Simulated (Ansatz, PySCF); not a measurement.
Process, species as SMILES: C[O][GeH2][O]C [dimethoxygermane] + 4 [H][H] (H2) → 2 C (CH4) + [GeH4] (GeH4) + 2 O (H2O)
Geometries: B3LYP-D3(BJ)/def2-TZVP minima from Ansatz (an electronic-structure program), one conformer each, not searched for the lowest. Frequencies are from Ansatz or PySCF.
Geometry of the first species:
```
Ge
O 1 1.7830
C 2 1.4203 1 119.16
H 3 1.0908 2 107.75 1 -177.56
H 3 1.0946 4 108.64 2 121.25
H 3 1.0963 4 108.37 5 117.56
O 1 1.7830 2 109.42 3 -62.71
C 7 1.4203 1 119.16 2 -62.71
H 8 1.0908 7 107.75 1 -177.56
H 8 1.0946 9 108.64 7 121.25
H 8 1.0963 9 108.37 10 117.56
H 1 1.5349 2 104.09 3 178.61
H 1 1.5349 12 117.25 2 122.99
```
Charge 0, spin multiplicity 1.

Property: energy of full hydrogenation (enthalpy at 298 K, with B3LYP-D3(BJ) rigid-rotor harmonic-oscillator terms), in kcal/mol. Cores are frozen in the correlated levels unless marked. Spin-orbit coupling is left out. The frozen core is the preceding noble-gas configuration, with the filled d and f shells of earlier blocks. Non-relativistic. CBS marks a two-point X^-3 extrapolation of the correlation energy; Hartree-Fock from the larger set.

CCSD(T)/CBS(cc-pVTZ,cc-pVQZ) (Ansatz) gives -38.8 kcal/mol.

**Question.** Another calculation gave -38.8 kcal/mol. Which level was it?
A. wB97X-V/def2-TZVPD (Ansatz)
B. BHLYP/def2-TZVPD (Ansatz)
C. SVWN5/def2-TZVPD (Ansatz)

**Answer.** A, wB97X-V/def2-TZVPD (Ansatz). The others give -42.7 (SVWN5), -46.0 (BHLYP) kcal/mol.
